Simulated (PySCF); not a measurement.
Compound: C7H7N3.
Bonds: C1–C2, C2–C3 (aromatic), C3–C4 (aromatic), C4–C5 (aromatic), C5–C6 (aromatic), C6–N7 (aromatic), N7–N8 (aromatic), N8–N9 (aromatic), N9–C10 (aromatic), C2–C10 (aromatic), C6–C10 (aromatic). Hydrogens: H11, H12, H13 on C1; H14 on C3; H15 on C4; H16 on C5; H17 on N9.

Definitions: NICS(0) = −σiso at the ring centroid; NICS(1) = −σiso and NICS(1)zz = −σzz at ±1 Å along the ring normal z. Level: GIAO PBE0/pcSseg-1 (PySCF, non-relativistic, gas phase) on the GFN2-xTB geometry, one conformer.

Rings: 1. C2–C3–C4–C5–C6–C10; 2. C6–N7–N8–N9–C10.

```json
{"set": "P", "NICS(0)": "-13.2", "NICS(1), two faces": "-13.7 / -13.7", "NICS(1)zz, two faces": "-34.4 / -34.4"}
{"set": "Q", "NICS(0)": "-10.2", "NICS(1), two faces": "-12.0 / -12.0", "NICS(1)zz, two faces": "-29.5 / -29.5"}
```

Question: Which set (ppm) belongs to which ring?

Answer: P = 2, Q = 1.
- 1 (6-membered carbocycle; formal bonds all aromatic): mean NICS(1)zz -29.5 ppm, shielded. The ring is flat and has no four-coordinate atom; by the NICS criterion it is aromatic, though in fused rings the probe also feels the neighbouring ring.
- 2 (5-membered ring with 3 N; formal bonds all aromatic): mean NICS(1)zz -34.4 ppm, shielded. For a flat ring without four-coordinate atoms the NICS criterion counts such a value as aromatic, though in fused rings the probe also feels the neighbouring ring.

Question: How do the rings differ in shape?

Answer: 
```csv
ring,bond lengths (Å),rms pucker (Å),HOMA,nearest outside atom to a NICS(1) probe (Å)
1,"1.379, 1.403, 1.373, 1.395, 1.416, 1.396",0.00,0.94,hydrogen 2.64
2,"1.365, 1.263, 1.341, 1.362, 1.416",0.00,0.85,hydrogen 2.35
```

HOMA = 1 − mean of α(R − Ropt)² over the ring bonds, with Krygowski's 1993 parameters (CC: Ropt 1.388 Å, α 257.7 Å⁻²; CN: Ropt 1.334 Å, α 93.52 Å⁻²; NN: Ropt 1.309 Å, α 130.33 Å⁻²).
